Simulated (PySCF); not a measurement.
# Spinor energies of Tc²⁺ (technetium, charge +2)

Start: [Kr] 4d4 5p1; 4d5/2 filled at m_j = -1/2, +1/2, +3/2, +5/2; 5p3/2 filled at m_j = +3/2. Calculated with PySCF 2.14 in x2c-SVPall-2c with one added diffuse shell each of s, p, d type (7s9p7d1f, 76 functions): generalised Hartree-Fock with the X2C-1e Hamiltonian and a Gaussian nucleus; one run each with spin-orbit coupling (SO) switched off, then screened by Boettger's factors. This is a chosen level, not necessarily the ground level.

```
spinor shell  electrons  ε, spin-free (eV)  ε, screened SO (eV)  weight of nominal j (screened SO)  rms radius, screened SO (bohr)
       1s1/2          2           -21177.3             -21176.3                              1.000                          0.0394
       2s1/2          2            -3116.9              -3116.7                              1.000                           0.162
       2p1/2          2            -2786.0              -2867.8                              1.000                           0.141
       2p3/2          4            -2786.0              -2747.7                              1.000                           0.145
       3s1/2          2            -594.64              -594.63                              1.000                           0.441
       3p1/2          2            -482.86              -497.10                              1.000                           0.439
       3d3/2          4            -301.96              -304.38                              0.968                           0.434
       3d5/2          6            -301.96              -300.40                              0.979                           0.437
       4s1/2          2            -111.46              -111.51                              1.000                            1.13
       4p1/2          2            -77.579              -82.046                              0.690                            1.24
       4p3/2          4            -77.579              -75.503                              0.845                            1.25
       4d5/2          4            -34.777              -34.791                              0.666                            1.66
       5p3/2          1            -17.747              -17.634                              1.000                            3.59
```

Question: Where does 3p3/2 lie, and what is the 3p spin-orbit splitting (screened SO)?

Answer: At -476.27 eV, 20.831 eV above 3p1/2.

```csv
quantity,spin-free,screened SO
E (hartree),-4281.25411,-4281.77510
M_J,11/2,11/2
⟨J²⟩,35.755,35.756
⟨L²⟩,12.004,12.073
⟨S²⟩,8.751,8.723
```

Each row is a mean over spinors that exchange with the open shell spreads, by up to 9.974 eV (4p3/2).

Rows whose weight is well below 1 are mixtures of j = l ± 1/2: exchange outweighs spin-orbit coupling there, and the label is only the starting occupation.

Breit and QED terms are absent; they matter most for the inner s and p1/2 levels.

Densities and radii are taken from the X2C orbitals without a picture-change correction, which distorts them close to the nucleus.

Without spin-orbit coupling the j labels of p, d and f shells carry no meaning; the spin-free column gives the mean over the occupied spinors of each nl shell.
